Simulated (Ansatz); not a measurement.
Ansatz (a first-principles code) input (CCSD(T)/aug-cc-pV(D+d)Z):
A basis named .json is the Basis Set Exchange file of that set.

Ansatz 0.2 input:
```yaml
crystal:
  periodic: [false, false, false]
  atoms:
    - {symbol: Al, position_ang: [0.00014859, -0.10214327, 0.06835206]}
    - {symbol: C, position_ang: [-0.00216366, 1.48733853, -0.99529469]}
    - {symbol: H, position_ang: [-0.73084970, 2.18583221, -0.57908772]}
    - {symbol: H, position_ang: [-0.27443525, 1.22291216, -2.01903874]}
    - {symbol: H, position_ang: [0.99752483, 1.92570497, -0.97157135]}
    - {symbol: F, position_ang: [0.00209004, -1.43673534, 0.96143213]}
basis:
  gaussian:
    orbitals: aug-cc-pV_D+d_Z.json
total_charge: 1
magnetization: {spin_polarized: false}
correlation: {method: ccsd_t, electrons: outside_noble_gas}
output: {forces: true}
```

Output:

```
Functional definition: HF
integrals: 0.15 GiB planned
1040 factors; integrals over basis functions are off by at most 1.0e-3 eV
mean field: 0.29 GiB planned
mean field evaluation 1: about -10354.8079 eV, gradient 6.3e1 eV
mean field evaluation 2: about -10354.8085 eV, gradient 6.3e1 eV
mean field evaluation 4: about -10361.8288 eV, gradient 3.4e0 eV
mean field evaluation 8: about -10361.8643 eV, gradient 1.7e-4 eV
mean field evaluation 16: about -10361.8627 eV, gradient 1.5e-1 eV
mean field -10361.86428240 eV, -380.7914888545 hartree, gradient 2.2e-6 eV, S^2 0.000000; 0 other end points of the search recorded, 0 dependent functions left out
7 core orbitals not correlated
reference -10361.86428240 eV, -380.7914888545 hartree; 8, 8 occupied and 90, 90 virtual orbitals, 1040 factors
densities: 0.63 GiB planned
second order -10.97240574 eV of doubles, -0.00000000 eV of singles
coupled cluster: 0.42 GiB planned
cycle   1  -11.20773610 eV  change   -2.4e-1 eV  update   8.5e-2
cycle   2  -11.46370261 eV  change   -2.6e-1 eV  update   2.6e-2
cycle   3  -11.54378993 eV  change   -8.0e-2 eV  update   1.5e-2
cycle   4  -11.54299049 eV  change    8.0e-4 eV  update   3.3e-3
cycle   5  -11.54074312 eV  change    2.2e-3 eV  update   1.3e-3
cycle   6  -11.54085246 eV  change   -1.1e-4 eV  update   3.4e-4
cycle   7  -11.54079651 eV  change    5.6e-5 eV  update   1.0e-4
cycle   8  -11.54075709 eV  change    3.9e-5 eV  update   3.2e-5
cycle   9  -11.54075883 eV  change   -1.7e-6 eV  update   1.1e-5
cycle  10  -11.54076137 eV  change   -2.5e-6 eV  update   3.9e-6
perturbative correction -0.31135328 eV, -0.0114420221 hartree
the calculation of the forces begins
Total energy: -10373.71639706 eV, -381.2270460344 hartree
Atom 0 at     0.000149    -0.102143     0.068352 Å, force    -0.000184     0.126515    -0.084661 eV/Å
Atom 1 at    -0.002164     1.487339    -0.995295 Å, force     0.000208    -0.142807     0.095563 eV/Å
Atom 2 at    -0.730850     2.185832    -0.579088 Å, force    -0.325307     0.319999     0.180325 eV/Å
Atom 3 at    -0.274435     1.222912    -2.019039 Å, force    -0.121558    -0.109861    -0.462489 eV/Å
Atom 4 at     0.997525     1.925705    -0.971571 Å, force     0.446263     0.203875     0.005115 eV/Å
Atom 5 at     0.002090    -1.436735     0.961432 Å, force     0.000579    -0.397722     0.266147 eV/Å
Dipole moment:    -0.000764     0.525490    -0.351646 e Å
```

It need not be the lowest isomer of its formula.
